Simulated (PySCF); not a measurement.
**[Ce(NH)(H2O)2]+: from a saddle point downhill**

PySCF 2.14.0, RKS BP86, Ce lcecp-1-SVP with ECP47, N def2-SVP, H def2-SVP, O def2-SVP; non-relativistic Hamiltonian with scalar-relativistic core potentials where named; density fitting; no spin-orbit coupling. Relaxed within the symmetry of its start, the geometry (C2v) is

```xyz
9

Ce   -0.0759    0.0000    0.0000
N     1.8949   -0.0001    0.0000
H     2.9268   -0.0001    0.0000
O    -0.5439    2.5829    0.0000
H    -0.3627    3.1618    0.7694
H    -0.3627    3.1618   -0.7694
O    -0.5440   -2.5829    0.0000
H    -0.3629   -3.1617    0.7694
H    -0.3629   -3.1617   -0.7694
```

and its lowest harmonic modes are -224, -224, -33, 57, 111, 248 cm⁻¹ (negative: unstable). It was moved along the lowest mode and relaxed again, within the group Cs that the move left.

Q: Where does it end, and how much lower?

A: In Cs, 0.346 eV lower, after 39 steps:
```xyz
9

Ce    0.2476    0.0000   -1.0492
N     1.8955   -0.0001    0.0415
H     2.7689   -0.0001    0.5913
O    -0.4255    2.2608   -0.1377
H     0.2194    2.6307    0.5005
H    -1.1462    2.9189   -0.2046
O    -0.4257   -2.2608   -0.1377
H     0.2192   -2.6307    0.5005
H    -1.1464   -2.9188   -0.2046
```

Q: How do the contacts change?

A: 
```tsv
contact	saddle (Å)	end (Å)
Ce1–N2 (NH)	1.971	1.976
Ce1–O4 (H2O)	2.625	2.529
Ce1–O7 (H2O)	2.625	2.529
```


Q: Is the end a minimum?

A: Yes, as far as the noise of the softest modes lets one tell (those above −25 cm⁻¹ count as noise); lowest modes 30, 99, 129, 270, 279, 284 cm⁻¹.

An lcecp potential fixes the number of 4f electrons, so in runs with it no electron can move into or out of that shell.

State: singlet in the valence, with the 4f electrons in the core potential.
